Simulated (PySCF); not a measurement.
## Two-dimensional NMR puzzle

Compound of formula C₅H₇ClF₂Si. Correlations simulated from computed shifts and the bond graph:

HSQC (one-bond C–H):
```
  δH     δC
6.93  109.1
6.26  133.1
2.86   34.4
2.58   30.6
2.53   34.4
2.42   30.6
```

COSY cross peaks (H two or three bonds apart, from the bond graph; peaks can be absent where the dihedral angle is near 90°):
```
  δH    δH
6.93  6.26
5.69  2.86
5.69  2.58
5.69  2.53
5.69  2.42
2.86  2.53
2.58  2.42
```

HMBC (two and three bonds, from the bond graph):
```
  δH                        δC
6.93              148.2, 133.1
6.26  148.2, 109.1, 34.4, 30.6
5.69         148.2, 34.4, 30.6
2.86        148.2, 133.1, 30.6
2.58        148.2, 133.1, 34.4
2.53        148.2, 133.1, 30.6
2.42        148.2, 133.1, 34.4
```

Carbons without hydrogens: δ 148.2.

- coordinates at the GFN2-xTB level
- shieldings: GIAO PBE0/pcSseg-1
- code: PySCF 2.14.0 with density-fitted response routines
- in vacuum, non-relativistic, one computed conformer

References, each an isolated molecule treated in the same way: $^{1}$H, $^{13}$C vs TMS.

Exchangeable hydrogens are left out of these lists.

Problem. Work out the connectivity.

Solution. `F[C@H](Cl)C=C1C[SiH](F)C1`.

Numbering as in the mapped SMILES `[F:1][C@H:2]([Cl:3])[CH:4]=[C:5]1[CH2:6][SiH:7]([F:8])[CH2:9]1`. Each H is labelled by its parent atom. Ha(C6), Ha(C9) are cis to F8 on the ring; Hb(C6), Hb(C9) are trans to F8 on the ring.

1. δC 148.2 is C5, a fully substituted alkene carbon.
2. δC 133.1 is C4, an alkene CH (δH 6.26).
3. δC 109.1 is C2, an allylic sp3 CH bonded to Cl and F (δH 6.93).
4. δC 34.4 is C9, an allylic sp3 CH2 bonded to Si (δH 2.53, 2.86).
5. δC 30.6 is C6, an allylic sp3 CH2 bonded to Si (δH 2.42, 2.58).
6. HMBC from δH 6.93 reaches the proton-free carbon C5.
7. HMBC from δH 6.26 reaches the proton-free carbon C5.
8. HMBC from δH 5.69 reaches the proton-free carbon C5.
9. HMBC from δH 2.86 reaches the proton-free carbon C5.
10. COSY links 6.93–6.26, 5.69–2.86, 5.69–2.58, 5.69–2.53, 5.69–2.42, 2.86–2.53.

This is the structure that produced the data.

Carbons that carry Cl, above all several Cl atoms, come out too deshielded, partly because spin–orbit coupling is missing. Shifts are as computed. Against solution values, carbons near 30 ppm lie about +3 ppm off and those near 130 ppm about +5 ppm; carbons on Cl a further +6 ppm. Of 1211 compounds with measured shifts, 218 miss one by over three times the rms of a fit or turn the order of signals round; such compounds aren't used in these exercises.
